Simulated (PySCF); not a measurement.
sulfuric acid cation (H2O4S), SMILES O=S(O)(O)=O (connectivity only; charge and spin as stated), charge +1, multiplicity 2.

Coordinates come from a ωB97X-D3(BJ)/def2-SVP optimisation. The multiplicity is an assumed one; other spin states were not compared. Other conformers were not sampled.

Method: PySCF with B3LYP/def2-TZVP.

Computed frontier levels, dipole moment and polarisability:
α spin, highest occupied and lowest empty level: -16.77 and -6.64 eV
β spin, highest occupied and lowest empty level: -16.41 and -13.11 eV
dipole moment about the centre of nuclear charge: 1.04 D
mean static polarisability: 33.9 bohr³ (5.03 Å³)
polarisability, principal values: 30.6, 32.4, 38.8 bohr³
⟨S²⟩: 0.761 (pure state 0.75)
